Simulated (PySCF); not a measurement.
## CsB: energy against distance

Set-up: Cs def2-TZVPP with ECP46, B def2-TZVPP; scalar-relativistic core potentials (PySCF 2.14). Energies in eV from Cs + B in their ground configurations at the same level. All curves are PBE0. state 1: ³Π (triplet), unpaired electrons σ ↑, π ↑; state 2: ³Σ⁻ (triplet), unpaired electrons π ↑↑, a second solution, started from another occupation; state 3: Ms = 0 determinant of mixed spin (⟨S²⟩ near 1.0), unpaired electrons σ ↓, π ↑, a second solution, started from another occupation; state 4: Ms = 0 determinant of mixed spin (⟨S²⟩ near 1.0), unpaired electrons π ↑↓, a mixture of terms (⟨Lz²⟩ = 2.0), a second solution, started from another occupation.

```tsv
R (Å)	state 1	state 2	state 3	state 4
2.656	-0.763	-1.033	-0.5655	-0.8307
2.780	-0.928	-1.042	-0.7264	-0.8424
2.904	-1.018	-1.007	-0.8157	-0.8098
2.996	-1.050	-0.961	-0.8475	-0.7647
3.089	-1.059	-0.902	-0.8568	-0.7071
3.182	-1.049	-0.834	-0.8493	-0.6406
3.305	-1.016	-0.734	-0.8207	-0.5431
3.460	-0.954	-0.602	-0.7667	-0.4135
3.645	-0.865	-0.441	-0.6896	-0.2555
3.892	-0.740	-0.232	-0.5841	-0.0512
```

Put a parabola through the three lowest points of the state 1 curve and estimate Re, k and ωe (reduced mass 10.17 u; 1 eV/Å² = 0.16022 mdyn/Å; ωe = 1302.8·√(k/μ) cm⁻¹).

Through R = 2.996, 3.089, 3.182 Å the second-order coefficient is 1.10 eV/Å², so Re ≈ 3.087 Å, k ≈ 0.352 mdyn/Å and ωe ≈ 242 cm⁻¹. A polynomial fit of higher order to the unrounded PBE0 energies gives Re = 3.081 Å, k = 0.341 mdyn/Å, ωe = 238 cm⁻¹; anharmonicity and rounding make the difference.

The higher-order fit for each curve: state 1: Re = 3.081 Å, ωe = 238 cm⁻¹, De = 1.06 eV; state 2: Re = 2.739 Å, ωe = 293 cm⁻¹, minimum 1.04 eV below the ground-state fragments; state 3: Re = 3.089 Å, ωe = 229 cm⁻¹, minimum 0.86 eV below the ground-state fragments; state 4: Re = 2.745 Å, ωe = 292 cm⁻¹, minimum 0.84 eV below the ground-state fragments.

These are scalar-relativistic numbers at best; spin–orbit coupling would shift them, the dissociation energy most. The state is the lowest determinant that a PBE0 search found; another state may lie lower at other levels.
